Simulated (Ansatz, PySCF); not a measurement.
Pair of molecules: PH3 (SMILES P) (first 4 atoms) with AsH3 (SMILES [AsH3]); geometry from B3LYP-D3(BJ)/def2-TZVP, rigid monomers moved along the line of their centres of mass till P1···As5 is 5.10 Å.
(charge 0, multiplicity 1):
```xyz
8

P     -0.024     0.122    -0.475
H      1.388    -0.002    -0.460
H     -0.238    -1.264    -0.273
H     -0.111     0.025    -1.888
As     0.291     0.515     4.598
H      0.390     0.641     6.116
H     -1.219     0.715     4.614
H      0.548     2.002     4.392
```

Interaction energies are E(AB) − E(A) − E(B) at the monomers' geometry in the complex; basis-set methods are counterpoise corrected.

Correlated levels freeze the cores. Filled d and f shells under p-block atoms count as core. CBS: X⁻³ extrapolation of the correlation energy, Hartree–Fock from the larger set.

Run with Ansatz (Gaussian basis) for Hartree–Fock, density functionals and correlated methods; PySCF for the dispersion terms. 

PBE/def2-TZVPPD gives -1.0 kJ/mol for the interaction energy.

Task: Predict the shift from PBE, with its sign, for: PBE-D3(BJ)/def2-TZVPPD, r2SCAN/def2-TZVPPD, PBE0/def2-TZVPPD, wB97M-V/def2-TZVPPD, MP2/CBS(def2-SVPD, def2-TZVPPD), CCSD(T)/CBS(def2-SVPD, def2-TZVPPD).

Result: PBE-D3(BJ)/def2-TZVPPD -1.1; r2SCAN/def2-TZVPPD 0.1; PBE0/def2-TZVPPD 0.1; wB97M-V/def2-TZVPPD -0.6; MP2/CBS(def2-SVPD, def2-TZVPPD) -0.7; CCSD(T)/CBS(def2-SVPD, def2-TZVPPD) -0.6 kJ/mol. 2 of 6 lie above PBE; the widest gap is to PBE-D3(BJ)/def2-TZVPPD.

Ansatz is a first-principles code.
